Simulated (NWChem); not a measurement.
Species: AlPH4; SMILES [AlH2][PH2]

```xyz
6

Al    -0.0190     1.1968     0.0000
H     -0.0632     1.9762    -1.3851
H     -0.0632     1.9762     1.3851
P     -0.0893    -1.1289     0.0000
H      0.8565    -1.2885    -1.0579
H      0.8565    -1.2885     1.0579
```
Atoms are numbered in this order, from 1.

The geometry was optimised at PBE0/def2-SVP.

Symmetry labels are those of Cs in the frame above (b1 and b2, or b-type labels, depend on it).

**Question.** List the 4 lowest vertical singlet excitations from B3LYP/6-31+G* (spherical d), TDA (NWChem).

**Answer.** 
```json
[
 {"state": "S1", "energy (eV)": "4.34", "oscillator strength": "0.039", "symmetry": "a'", "leading excitation (squared amplitude)": "HOMO → LUMO (0.94)"},
 {"state": "S2", "energy (eV)": "5.43", "oscillator strength": "0.000", "symmetry": "a\"", "leading excitation (squared amplitude)": "HOMO−1 → LUMO (1.00)"},
 {"state": "S3", "energy (eV)": "5.75", "oscillator strength": "0.088", "symmetry": "a'", "leading excitation (squared amplitude)": "HOMO → LUMO+1 (0.78)"},
 {"state": "S4", "energy (eV)": "5.95", "oscillator strength": "0.078", "symmetry": "a'", "leading excitation (squared amplitude)": "HOMO−2 → LUMO (0.69)"}
]
```
